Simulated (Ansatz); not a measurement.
Cartesian coordinates in Å:
```
F -0.301 1.051 -1.472
W 0.000 0.000 0.000
F -0.333 1.435 1.092
F -1.778 -0.447 0.046
F 0.332 -1.434 -1.093
F 1.778 0.447 -0.045
F 0.302 -1.051 1.472
```

The species carries charge 0 and has multiplicity 1. W takes the def2 core potential.

(1) List the PBE/def2-TZVPP orbital energies in eV (Ansatz). (An estimate is asked.)

## Answers

(1) The calculation gave: Occupied: -661.39, -661.39, -661.39, -661.39, -661.39, -661.39, -82.88, -47.23, -47.23, -47.23, -30.97, -30.80, -30.80, -29.84, -29.84, -29.84, -14.32, -14.32, -13.65, -13.65, -13.65, -13.33, -11.82, -11.82, -11.82, -11.26, -11.26, -11.26, -11.24, -11.24, -11.24, -10.61, -10.61, -10.61. Lowest empty: -4.99, -4.99, -4.99, -0.21, 0.45, 0.45, 2.09, 2.09.
